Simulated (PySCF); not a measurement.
B3LYP has the VWN-RPA correlation part, as in Gaussian. Excitations are Tamm–Dancoff values on a coarser integration grid. The basis has no diffuse functions, so Rydberg states are missing or too high.

Species: C4H7NSi, SMILES `C/C=C(/[SiH3])C#N` (charge 0, multiplicity 1).

**Question.** Estimate the T1 excitation (TDA), dipole moment, S1 oscillator strength, S1 excitation (TDA) and HOMO that PySCF with B3LYP-D3(BJ)/def2-TZVP returns for this input.

**Answer.** 
- T1 excitation (TDA) = 3.68 eV
- dipole moment = 4.25 D
- S1 oscillator strength = 0.001
- S1 excitation (TDA) = 5.81 eV
- HOMO = -7.77 eV
